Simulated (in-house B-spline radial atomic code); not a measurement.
RPA and G0W0 on B3LYP (VWN-RPA): Ti7+

Configuration [Ne] 3s2 3p3, highest spin, mean-field start B3LYP (VWN-RPA). Computed with an all-electron radial atomic-structure program (B-spline basis): all electrons, non-relativistic, point nucleus, each spin shell either full or empty, empty states to l = 9 with an (l + 1/2)⁻⁴ tail; G0W0 by contour deformation at full frequency.

Command:
```bash
python run_gw.py task.json out
```
Settings (radii: box in bohr, nucleus in fm):
```
Z                        22
electrons                15
configuration            [Ne] 3s2 3p3
hamiltonian              nr
method                   b3lyp
lmax                     9
spin_polarised           True
box_radius               8.41
intervals                48
```

Cost of the run: 2 s on 1 thread of Arm Neoverse N1 (shared host).

Energies (hartree):

```
                                     term       value
                         mean-field total  -832.76741
Hartree-Fock functional on these orbitals  -832.14425
                      direct second order     -1.0743
                    second-order exchange     0.39048
                         SOSEX correction     0.35706
```

Task: What is the RPA correlation energy, and what remains with SOSEX?

Result: RPA gives -0.9554 hartree (-1.73 eV per electron); RPA + SOSEX gives -0.59834, and the second-order doubles -0.6838 hartree (no singles). SOSEX takes back 37 % of the RPA value.

Quasi-particle levels (eV):

```tsv
level	occupied	mean field	Σx - vxc	Σc	QP weight	G0W0
3p up	yes	-159.88	-8.93	?	?	?
3s down	yes	-177.38	-5.32	-3.38	0.963	-186.07
2p down	yes	-589.52	-30.41	7.00	0.943	-612.93
3p down	no	-148.83	11.28	-3.52	0.958	-141.08
```

G0W0 = mean field + (Σx - vxc) + Σc, with Σc (partial-wave tail included) taken at the quasi-particle energy. Only the outer levels were computed. Levels of low weight are left out.

Task: Where does G0W0 put 3p up?

Result: At -169.08 eV, with Σc = -0.27 eV and a quasi-particle weight of 0.959. The tabulated removal energy is 170.5 ± 0.4 eV (NIST, semi-empirical); the calculation leaves out relativity, Breit and QED terms, and what these don't explain is the method's own error.
